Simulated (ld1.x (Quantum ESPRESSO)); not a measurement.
# chlorine: one change to an ultrasoft potential, before and after

ld1.x (Quantum ESPRESSO) 7.5 input, shortened:

```
&input
   title='Cl', zed=17., rel=1, dft='BLYP', iswitch=3,
   config='[Ne] 3s2 3p5'
 /
 &inputp
   pseudotype=3, tm=.true., lloc=-2, rcloc=1.05,
   nlcc=.true., new_core_ps=.true., rcore=0.70,
   which_augfun='PSQ', rmatch_augfun=0.95
 /
4
3S  1  0   2.00   0.00  1.05  1.40  0.0
3S  1  0   0.00  -1.10  1.05  1.40  0.0
3P  2  1   5.00   0.00  1.05  1.15  0.0
3P  2  1   0.00   3.55  1.05  1.15  0.0
 &test
   configts(1)='3s2 3p5'
 /
```

Change: wave 3p channel at 3.55 Ry: rcut 1.05, rcutus 1.15 bohr becomes 3p channel at -0.49 Ry: rcut 1.05, rcutus 1.15 bohr.

Cutoffs: the cutoffs (Ry, on a coarse ladder) from which the occupation-weighted sum of valence levels, in a spherical-Bessel basis at the reference potential, stays within 10 and 1 mRy of its value at 400 Ry; they do not see the model core or the augmentation charge, which bear on the density cutoff. Errors are all-electron minus pseudo energies relative to the spin-unpolarised reference configuration.

Predict the effect on cutoff, ghosts and configuration errors.

The potential gets softer (30 Ry and 60 Ry → 25 Ry and 60 Ry); of the 7 tests that both files solve, the error grows in 3 and shrinks in 2 by more than 15 % and 0.3 meV (median size 0.4 → 1.5 meV); neither file shows a bound ghost.

```csv
quantity,base,changed
"cutoff, loose",30 Ry,25 Ry
"cutoff, tight",60 Ry,60 Ry
bound ghosts,none,none
"error for 3s2 3p4, meV [ΔE 13.73 eV]",-0.8,-0.2
"error for 3s2 3p3, meV [ΔE 39.03 eV]",-0.8,+1.9
"error for 3s2 3p2, meV [ΔE 77.20 eV]",+0.2,+6.1
"error for 3s1 3p6, meV [ΔE 12.14 eV]",-0.3,-0.2
"error for 3s2 3p1, meV [ΔE 129.35 eV]",+0.4,+8.1
"error for 3s2 3p4.5, meV [ΔE 5.51 eV]",-0.4,-0.3
"error for 3s1 3p5, meV [ΔE 26.42 eV]",-2.8,-1.5
s: phases at 1.55 bohr within 0.05 rad from the reference energy up to (Ry; the scan ends near 5),to the end of the scan,to the end of the scan
p: phases at 1.55 bohr within 0.05 rad from the reference energy up to (Ry; the scan ends near 5),to the end of the scan,4.2
lowest overlap eigenvalue by channel,"s 0.44, p 0.73","s 0.44, p 0.76"
```
